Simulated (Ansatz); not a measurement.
Ideal-gas functions of Cl$_{2}$F$_{3}$HSi$_{2}$, SMILES `F[Si](F)(F)[SiH](Cl)Cl` at 800 K and 1 bar, from an Ansatz frequency run at PBE0-D4/def2-TZVP.

Molar mass 185.08 g/mol, point group Cs (symmetry number 1), electronic degeneracy 1, moments of inertia 336.785, 580.644, 766.144 u Å². Harmonic wavenumbers (cm⁻¹, unscaled): 22, 68, 93, 150, 180, 219, 295, 316, 333, 476, 560, 596, 748, 779, 875, 974, 980, 2265.

Use S(trans) = R[1.5 ln M + 2.5 ln T − 1.1517]; rotational temperatures θ = 24.2544 K / I; S(rot) = R[ln(√π/σ · √(T³/θAθBθC)) + 1.5]; for each mode x = 1.438777 ν̃/T, S = R[x/(eˣ − 1) − ln(1 − e⁻ˣ)] and H = RT x/(eˣ − 1); 1 cm⁻¹ = 0.0119627 kJ/mol; R = 8.31446 J/(mol·K).

Question: By hand: the entropy, in J/(mol·K).

Answer: Translation 194.5. Rotation: θ = 0.072, 0.0418, 0.0317 K, giving 139.1. Vibration, mode by mode: 35.17, 25.79, 23.19, 19.23, 17.73, 16.11, 13.68, 13.12, 12.70, 9.86, 8.60, 8.12, 6.45, 6.16, 5.35, 4.64, 4.60, 0.73, in all 231.2. Electronic 0.0. Sum 564.8 J/(mol·K).

Question: By hand: H − E and G − E in kJ/mol, counted from the electronic energy.

Answer: Zero-point energy ½ × 9929 × 0.0119627 = 59.4; thermal vibration 76.6; translation, rotation and pV give 4 RT = 26.6. H − E = 162.6 kJ/mol, and G − E = 162.6 − 800 × 564.8/1000 = -289.2 kJ/mol.

Vibration gives 41 % of the entropy, 84.2 J/(mol·K) of it from the modes under 150 cm⁻¹: soft modes count most, and the harmonic formula is weakest for them. The sum counts one conformer and one mirror image; others add a mixing term.
